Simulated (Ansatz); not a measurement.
Reaction (SMILES): [F][Ga] (F-Ga) (closed-shell singlet) → F atom + Ga atom
B3LYP-D3(BJ)/def2-TZVP geometries, fixed; electronic energies without zero-point terms.

Basis-set convergence of the atomisation energy at MP2 with Ansatz (a program for electronic structure). Cartesian d functions, on some or all atoms, in 3-21G, 6-31G; all else is spherical. Cores are frozen (with 3d on Ga to Br). Open shells are unrestricted. No added dispersion term, no relativity. Functions are those of the species that has most. Reference: Hartree-Fock in aug-cc-pV5Z plus the correlation part extrapolated as X^-3 from aug-cc-pVQZ and aug-cc-pV5Z, 151.86 kcal/mol, itself unsure by roughly 0.23 kcal/mol (a third of the extrapolation step and of the last Hartree-Fock step). Deviations are taken from unrounded values.

| basis | functions | atomisation energy (kcal/mol) | minus reference (kcal/mol) |
|---|---|---|---|
| 3-21G | 32 | 131.35 | -20.51 |
| 6-31G | 38 | 129.89 | -21.97 |
| cc-pVDZ | 41 | 134.29 | -17.57 |
| aug-cc-pVDZ | 59 | 144.76 | -7.10 |
| def2-SVPD | 61 | 145.84 | -6.02 |
| pcseg-2 | 73 | 146.50 | -5.36 |
| aug-cc-pVTZ | 105 | 148.51 | -3.35 |
| cc-pVQZ | 123 | 149.45 | -2.41 |
| def2-QZVPPD | 161 | 149.77 | -2.09 |

Of the sets listed that have larger relatives (same family, alike in diffuse functions), none stays within 1 kcal/mol of the reference together with them.
